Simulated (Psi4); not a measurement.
Pair of molecules, SMILES N with SMILES C=CF (the first has 4 atoms); geometry from B3LYP-D3(BJ)/def2-TZVP, rigid monomers moved along the line of their centres of mass till H2···F7 is 3.32 Å.
(charge 0, multiplicity 1):
```xyz
10

N     -0.028    -0.095     0.643
H      0.655     0.247     1.311
H      0.418    -0.825     0.099
H     -0.243     0.666     0.010
C     -0.967    -0.289     4.857
C      0.135     0.227     5.359
F      1.158     0.644     4.569
H     -1.103    -0.404     3.789
H     -1.747    -0.604     5.535
H      0.363     0.382     6.405
```

Calculation: Psi4 1.11 with SAPT0/jun-cc-pV(D+d)Z.

Question: Give the four SAPT terms and the total, and say what mostly holds the pair together.

Answer: electrostatics -56.9, exchange 8.8, induction -4.8, dispersion -13.0, total -65.9 meV; the largest attraction is electrostatics.
